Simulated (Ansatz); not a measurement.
Pulling on the Si2–O1 bond in H4OSi (SMILES O[SiH3]) (multiplicity 1 held, fragments rigid). Energies count from the point at 1.653 Å.
Geometry at that point (charge 0, multiplicity 1):
```xyz
6

O      1.0387    -0.3347    -0.2562
Si    -0.5088     0.1297     0.0921
H      1.7621     0.0911     0.2094
H     -0.8430    -0.1066     1.5186
H     -1.3792    -0.6922    -0.7709
H     -0.7258     1.5694    -0.1959
```

Restricted levels (R-, RO-) in cc, def2 and unpolarised 6-31G sets keep to the state of the molecule at rest. U- levels take the lowest unrestricted solution at each point, which mixes spins at long bonds. Active spaces are followed from a long bond inwards. Curves can end on different states.

Cores are frozen in the correlated methods.

The values were computed with Ansatz (a first-principles code). Each number belongs to the level named beside it.

Energies in kJ/mol.

| R (Å) | R-HF/cc-pV(D+d)Z | U-CCSD/cc-pV(D+d)Z | R-CCSD(T)/cc-pV(D+d)Z | SC-NEVPT2 on CASSCF(4,3)/cc-pV(D+d)Z | FIC-MRCISD+Q on CASSCF(4,3)/cc-pV(D+d)Z |
|---|---|---|---|---|---|
| 1.322 | 318 | 336 | 338 | 331 | (withheld) |
| 1.488 | 56 | 65 | 66 | 64 | 66 |
| 1.653 | 0 | 0 | 0 | 0 | 0 |
| 1.818 | 34 | 26 | 24 | 15 | (withheld) |
| 1.983 | 106 | 89 | 87 | 76 | 87 |
| 2.231 | 235 | 204 | 198 | 190 | 199 |
| 2.479 | 358 | 313 | 300 | 298 | 299 |
| 2.892 | 530 | 430 | 409 | 419 | 408 |
| 3.306 | 659 | 461 | 440 | 468 | 452 |
| 3.801 | 771 | 469 | 419 | 487 | 469 |
| 4.463 | 867 | 472 | 376 | 493 | 474 |
| 5.289 | 932 | 473 | 347 | 494 | (withheld) |

### Question
What belongs in the gaps?

### Answer

- 5.289, FIC-MRCISD+Q on CASSCF(4,3)/cc-pV(D+d)Z: 475
- 1.818, FIC-MRCISD+Q on CASSCF(4,3)/cc-pV(D+d)Z: 25
- 1.322, FIC-MRCISD+Q on CASSCF(4,3)/cc-pV(D+d)Z: 337

Doubts at one or more of the structures used: a restricted determinant that unrestricted orbitals would lower (R-HF/cc-pV(D+d)Z, R-CCSD(T)/cc-pV(D+d)Z); a spin-contaminated determinant (U-CCSD/cc-pV(D+d)Z); T1 above 0.05 (U-CCSD/cc-pV(D+d)Z, R-CCSD(T)/cc-pV(D+d)Z); other coupled-cluster roots lie near (R-CCSD(T)/cc-pV(D+d)Z); active orbitals that take no part (SC-NEVPT2 on CASSCF(4,3)/cc-pV(D+d)Z, FIC-MRCISD+Q on CASSCF(4,3)/cc-pV(D+d)Z).
